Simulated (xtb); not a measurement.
C$_{2}$H$_{3}$N$_{3}$, charge -1, doublet, at a GFN2-xTB geometry (a state made from the parent by changing its charge; the spin is typed, not shown lowest); GFN1-xTB (xtb).

Here is a job for xtb.
```
$ xtb mol.xyz --gfn 1 --chrg -1 --uhf 1 --json

# file mol.xyz
8

C      1.10860021    -0.01508195    -0.12797439
N      0.44625517     1.13489611    -0.13199815
C     -0.83601278     0.76774927     0.12797594
N     -0.93232351    -0.66726295     0.22383552
N      0.40632925    -1.13732239     0.03728586
H      2.18355403    -0.05782841    -0.26050758
H     -1.68976664     1.35226865    -0.19430976
H     -1.57113837    -1.12261954    -0.44905469
```

Task: Predict the main parts of the log of this xtb run.

Result: 
```
   ID    Z sym.   atoms
    1    6 C      1, 3
    2    7 N      2, 4, 5
    3    1 H      6-8

           -------------------------------------------------
          |                Calculation Setup                |
           -------------------------------------------------

           -------------------------------------------------
          |                 G F N 1 - x T B                 |
           -------------------------------------------------

          ...................................................
          :                      SETUP                      :
          :.................................................:
          :  # basis functions                  26          :
          :  # atomic orbitals                  26          :
          :  # shells                           16          :
          :  # electrons                        27          :
          :  # halogen bonds                     0          :
          :  max. iterations                   250          :
          :  Hamiltonian                  GFN1-xTB          :
          :  restarted?                      false          :
          :  GBSA solvation                  false          :
          :  PC potential                    false          :
          :  electronic temp.          300.0000000     K    :
          :  accuracy                    1.0000000          :
          :  -> integral cutoff          0.2500000E+02      :
          :  -> integral neglect         0.1000000E-07      :
          :  -> SCF convergence          0.1000000E-05 Eh   :
          :  -> wf. convergence          0.2000000E-04 e    :
          :  Broyden damping             0.4000000          :
          :  net charge                         -1          :
          :  unpaired electrons                  1          :
          ...................................................

 iter      E             dE          RMSdq      gap      omega  full diag
   1    -15.6519728 -0.156520E+02  0.866E+00    1.95       0.0  T
   2    -15.6624828 -0.105101E-01  0.520E+00    1.82       1.0  T
   3    -15.6618444  0.638448E-03  0.591E-01    1.98       1.0  T
   4    -15.6629590 -0.111457E-02  0.133E-01    1.85       1.0  T
   5    -15.6630969 -0.137979E-03  0.509E-02    1.88       1.0  T
   6    -15.6631169 -0.199176E-04  0.825E-03    1.87       4.3  T
   7    -15.6631174 -0.499127E-06  0.174E-03    1.87      20.3  T
   8    -15.6631174 -0.107228E-07  0.507E-04    1.87      69.7  T
   9    -15.6631174 -0.762455E-09  0.405E-05    1.87     873.6  T
  10    -15.6631174 -0.453504E-11  0.793E-06    1.87    4460.7  T

   *** convergence criteria satisfied after 10 iterations ***

         :::::::::::::::::::::::::::::::::::::::::::::::::::::
         ::                     SUMMARY                     ::
         :::::::::::::::::::::::::::::::::::::::::::::::::::::
         :: total energy             -15.526951963124 Eh    ::
         :: gradient norm              0.023741103773 Eh/a0 ::
         :: HOMO-LUMO gap              1.872805858281 eV    ::
         ::.................................................::
         :: SCC energy               -15.663117370394 Eh    ::
         :: -> electrostatic           0.173191711471 Eh    ::
         :: repulsion energy           0.138479217748 Eh    ::
         :: dispersion energy         -0.002313810478 Eh    ::
         :: halogen bond corr.         0.000000000000 Eh    ::
         :: add. restraining           0.000000000000 Eh    ::
         :: total charge              -1.000000000000 e     ::
         :::::::::::::::::::::::::::::::::::::::::::::::::::::

           -------------------------------------------------
          |                Property Printout                |
           -------------------------------------------------

    * Orbital Energies and Occupations

         #    Occupation            Energy/Eh            Energy/eV
      -------------------------------------------------------------
         1        2.0000           -0.5366837             -14.6039
         2        2.0000           -0.4894378             -13.3183
         3        2.0000           -0.4521657             -12.3041
         4        2.0000           -0.3660062              -9.9595
         5        2.0000           -0.3516533              -9.5690
         6        2.0000           -0.3257156              -8.8632
         7        2.0000           -0.2807364              -7.6392
         8        2.0000           -0.2622640              -7.1366
         9        2.0000           -0.2413343              -6.5670
        10        2.0000           -0.2080326              -5.6609
        11        2.0000           -0.1818080              -4.9472
        12        2.0000           -0.1657565              -4.5105
        13        2.0000           -0.1572623              -4.2793
        14        1.0000           -0.0268361              -0.7302 (HOMO)
        15                          0.0419883               1.1426 (LUMO)
        16                          0.1109256               3.0184
        17                          0.1284839               3.4962
        18                          0.1322312               3.5982
        19                          0.2489806               6.7751
        20                          0.3740752              10.1791
        21                          0.4861194              13.2280
        22                          0.4947607              13.4631
        23                          0.5656801              15.3929
        24                          0.6052592              16.4699
        25                          0.7019045              19.0998
        26                          0.7714407              20.9920
      -------------------------------------------------------------
                  HL-Gap            0.0688243 Eh            1.8728 eV
             Fermi-level           -0.0422366 Eh           -1.1493 eV

  Mulliken/CM5 charges         n(s)   n(p)   n(d)
     1C     0.21767  0.33105   0.966  2.817  0.000
     2N    -0.50564 -0.67851   1.581  3.925  0.000
     3C     0.05261  0.13695   0.978  2.970  0.000
     4N    -0.28159 -0.53307   1.472  3.809  0.000
     5N    -0.45690 -0.56773   1.610  3.847  0.000
     6H    -0.07892 -0.00494   1.079  0.000  0.000
     7H    -0.07676 -0.00649   1.077  0.000  0.000
     8H     0.12953  0.32275   0.870  0.000  0.000

Wiberg/Mayer (AO) data.
largest (>0.10) Wiberg bond orders for each atom

 ---------------------------------------------------------------------------
     #   Z sym  total        # sym  WBO       # sym  WBO       # sym  WBO
 ---------------------------------------------------------------------------
     1   6 C    3.950 --     5 N    1.433     2 N    1.408     6 H    0.971
     2   7 N    2.956 --     1 C    1.408     3 C    1.325     5 N    0.144
     3   6 C    3.606 --     2 N    1.325     4 N    1.062     7 H    0.977
                             5 N    0.119
     4   7 N    3.142 --     3 C    1.062     5 N    1.034     8 H    0.955
     5   7 N    2.786 --     1 C    1.433     4 N    1.034     2 N    0.144
                             3 C    0.119
     6   1 H    1.025 --     1 C    0.971
     7   1 H    1.016 --     3 C    0.977
     8   1 H    1.023 --     4 N    0.955
 ---------------------------------------------------------------------------

Topologies differ in total number of bonds
Writing topology from bond orders to xtbtopo.mol

 dipole moment from electron density (au)
     X       Y       Z
  -0.6344  -0.1588  -0.5426  total (Debye):    2.160

           -------------------------------------------------
          | TOTAL ENERGY              -15.526951963124 Eh   |
          | GRADIENT NORM               0.023741103773 Eh/α |
          | HOMO-LUMO GAP               1.872805858281 eV   |
           -------------------------------------------------

normal termination of xtb
```
